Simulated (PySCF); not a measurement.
Cartesian coordinates (Å):
```xyz
9

N      2.3994     1.2608     0.2487
C      1.6127     0.4353     0.0916
C      0.5822    -0.5644    -0.0993
Si    -1.1680     0.1814     0.0248
H      0.7037    -1.0318    -1.0796
H      0.6912    -1.3497     0.6527
H     -1.3333     1.2116    -1.0206
H     -2.1374    -0.9171    -0.1838
H     -1.3506     0.7738     1.3655
```
Charge 0, multiplicity 1.

Task: What is the computed total energy, S1 oscillator strength and LUMO (PBE-D3(BJ)/def2-TZVP // B3LYP-D3(BJ)/def2-TZVP (PySCF 2.14.0))?

Result: 
```
Quantity                       Value
----------------------  ------------
total energy            -11515.45 eV
S1 oscillator strength         0.033
LUMO                        -0.82 eV
```
